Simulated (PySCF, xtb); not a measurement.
1-hydroxysiletane (C3H8OSi), SMILES O[SiH]1CCC1. One conformer was computed; it need not be the lowest.

Harmonic wavenumbers (cm⁻¹) from GFN2-xTB (xtb) at its own minimum, in rising order: 91, 183, 212, 224, 486, 558, 676, 685, 711, 721, 783, 802, 881, 919, 994, 1001, 1049, 1169, 1191, 1215, 1226, 1288, 1473, 1477, 1503, 2251, 2979, 2999, 3000, 3012, 3017, 3023, 3660.

What does PySCF with PBE-D3(BJ)/def2-SVP give at its own minimum? (Estimate from the structure and the level; the computed values follow.)

76, 120, 249, 264, 434, 551, 642, 646, 703, 775, 797, 823, 868, 883, 930, 940, 946, 1020, 1107, 1164, 1189, 1236, 1357, 1378, 1416, 2116, 2974, 2997, 2998, 3027, 3072, 3074, 3782. Paired by order, the mean absolute difference is 52 cm⁻¹ and the zero-point energies are 65.0 and 63.7 kcal/mol.
